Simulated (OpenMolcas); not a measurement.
**Mo5+: moving or changing the point charges**

Mo5+ among 4 point charges of -2.5 e arranged as a square (D4h), 1.77 Å from the ion.
```
   1.7700    0.0000    0.0000  -2.50
   0.0000    1.7700    0.0000  -2.50
  -1.7700    0.0000    0.0000  -2.50
   0.0000   -1.7700    0.0000  -2.50
```

```json
{
  "Program": "OpenMolcas",
  "Method": "CASSCF",
  "Basis": "ANO-RCC-VDZP [6s5p3d1f]",
  "Scalar Hamiltonian": "DKH2, point nucleus",
  "Active space": "1 electron in 5 orbitals (4d)",
  "State averaging": "2S+1 = 2 even, 5 roots",
  "Spin-orbit coupling": "state interaction with AMFI integrals over the reference wave functions"
}
```

Runs around this geometry, states (labels of D4, the rotations of D4h). Energies in cm-1 above the lowest state or level, χT in cm3 K/mol.

| R (Å) | q (e) | Ground state | First state of that spin | First gap with spin-orbit (degeneracies) | χT at 300 K |
| --- | --- | --- | --- | --- | --- |
| 1.77 | -1.25 | 2A1 | 2E 1764 | 2709 (2, 2) | 0.152 |
| 1.62 | -2.5 | 2A1 | 2E 15488 | 15152 (2, 2) | 0.330 |
| 1.77 | -2.5 | 2A1 | 2E 9465 | 9234 (2, 2) | 0.283 |
| 1.93 | -2.5 | 2A1 | 2E 6350 | 6283 (2, 2) | 0.233 |

Taking the first state of the same spin as R^-n, n = -ln(6350 / 15488) / ln(1.93 / 1.62) = 5.1 between the shortest and longest distance.

Scaling the charges by -1.25 / -2.5 = 0.50 scales the first state of the same spin by 1764 / 9465 = 0.19; with fixed orbitals a first-order splitting would follow the charge.

Point charges carry no covalency, so the field is a model and not that of real ligands. No measured value stands beside these numbers.
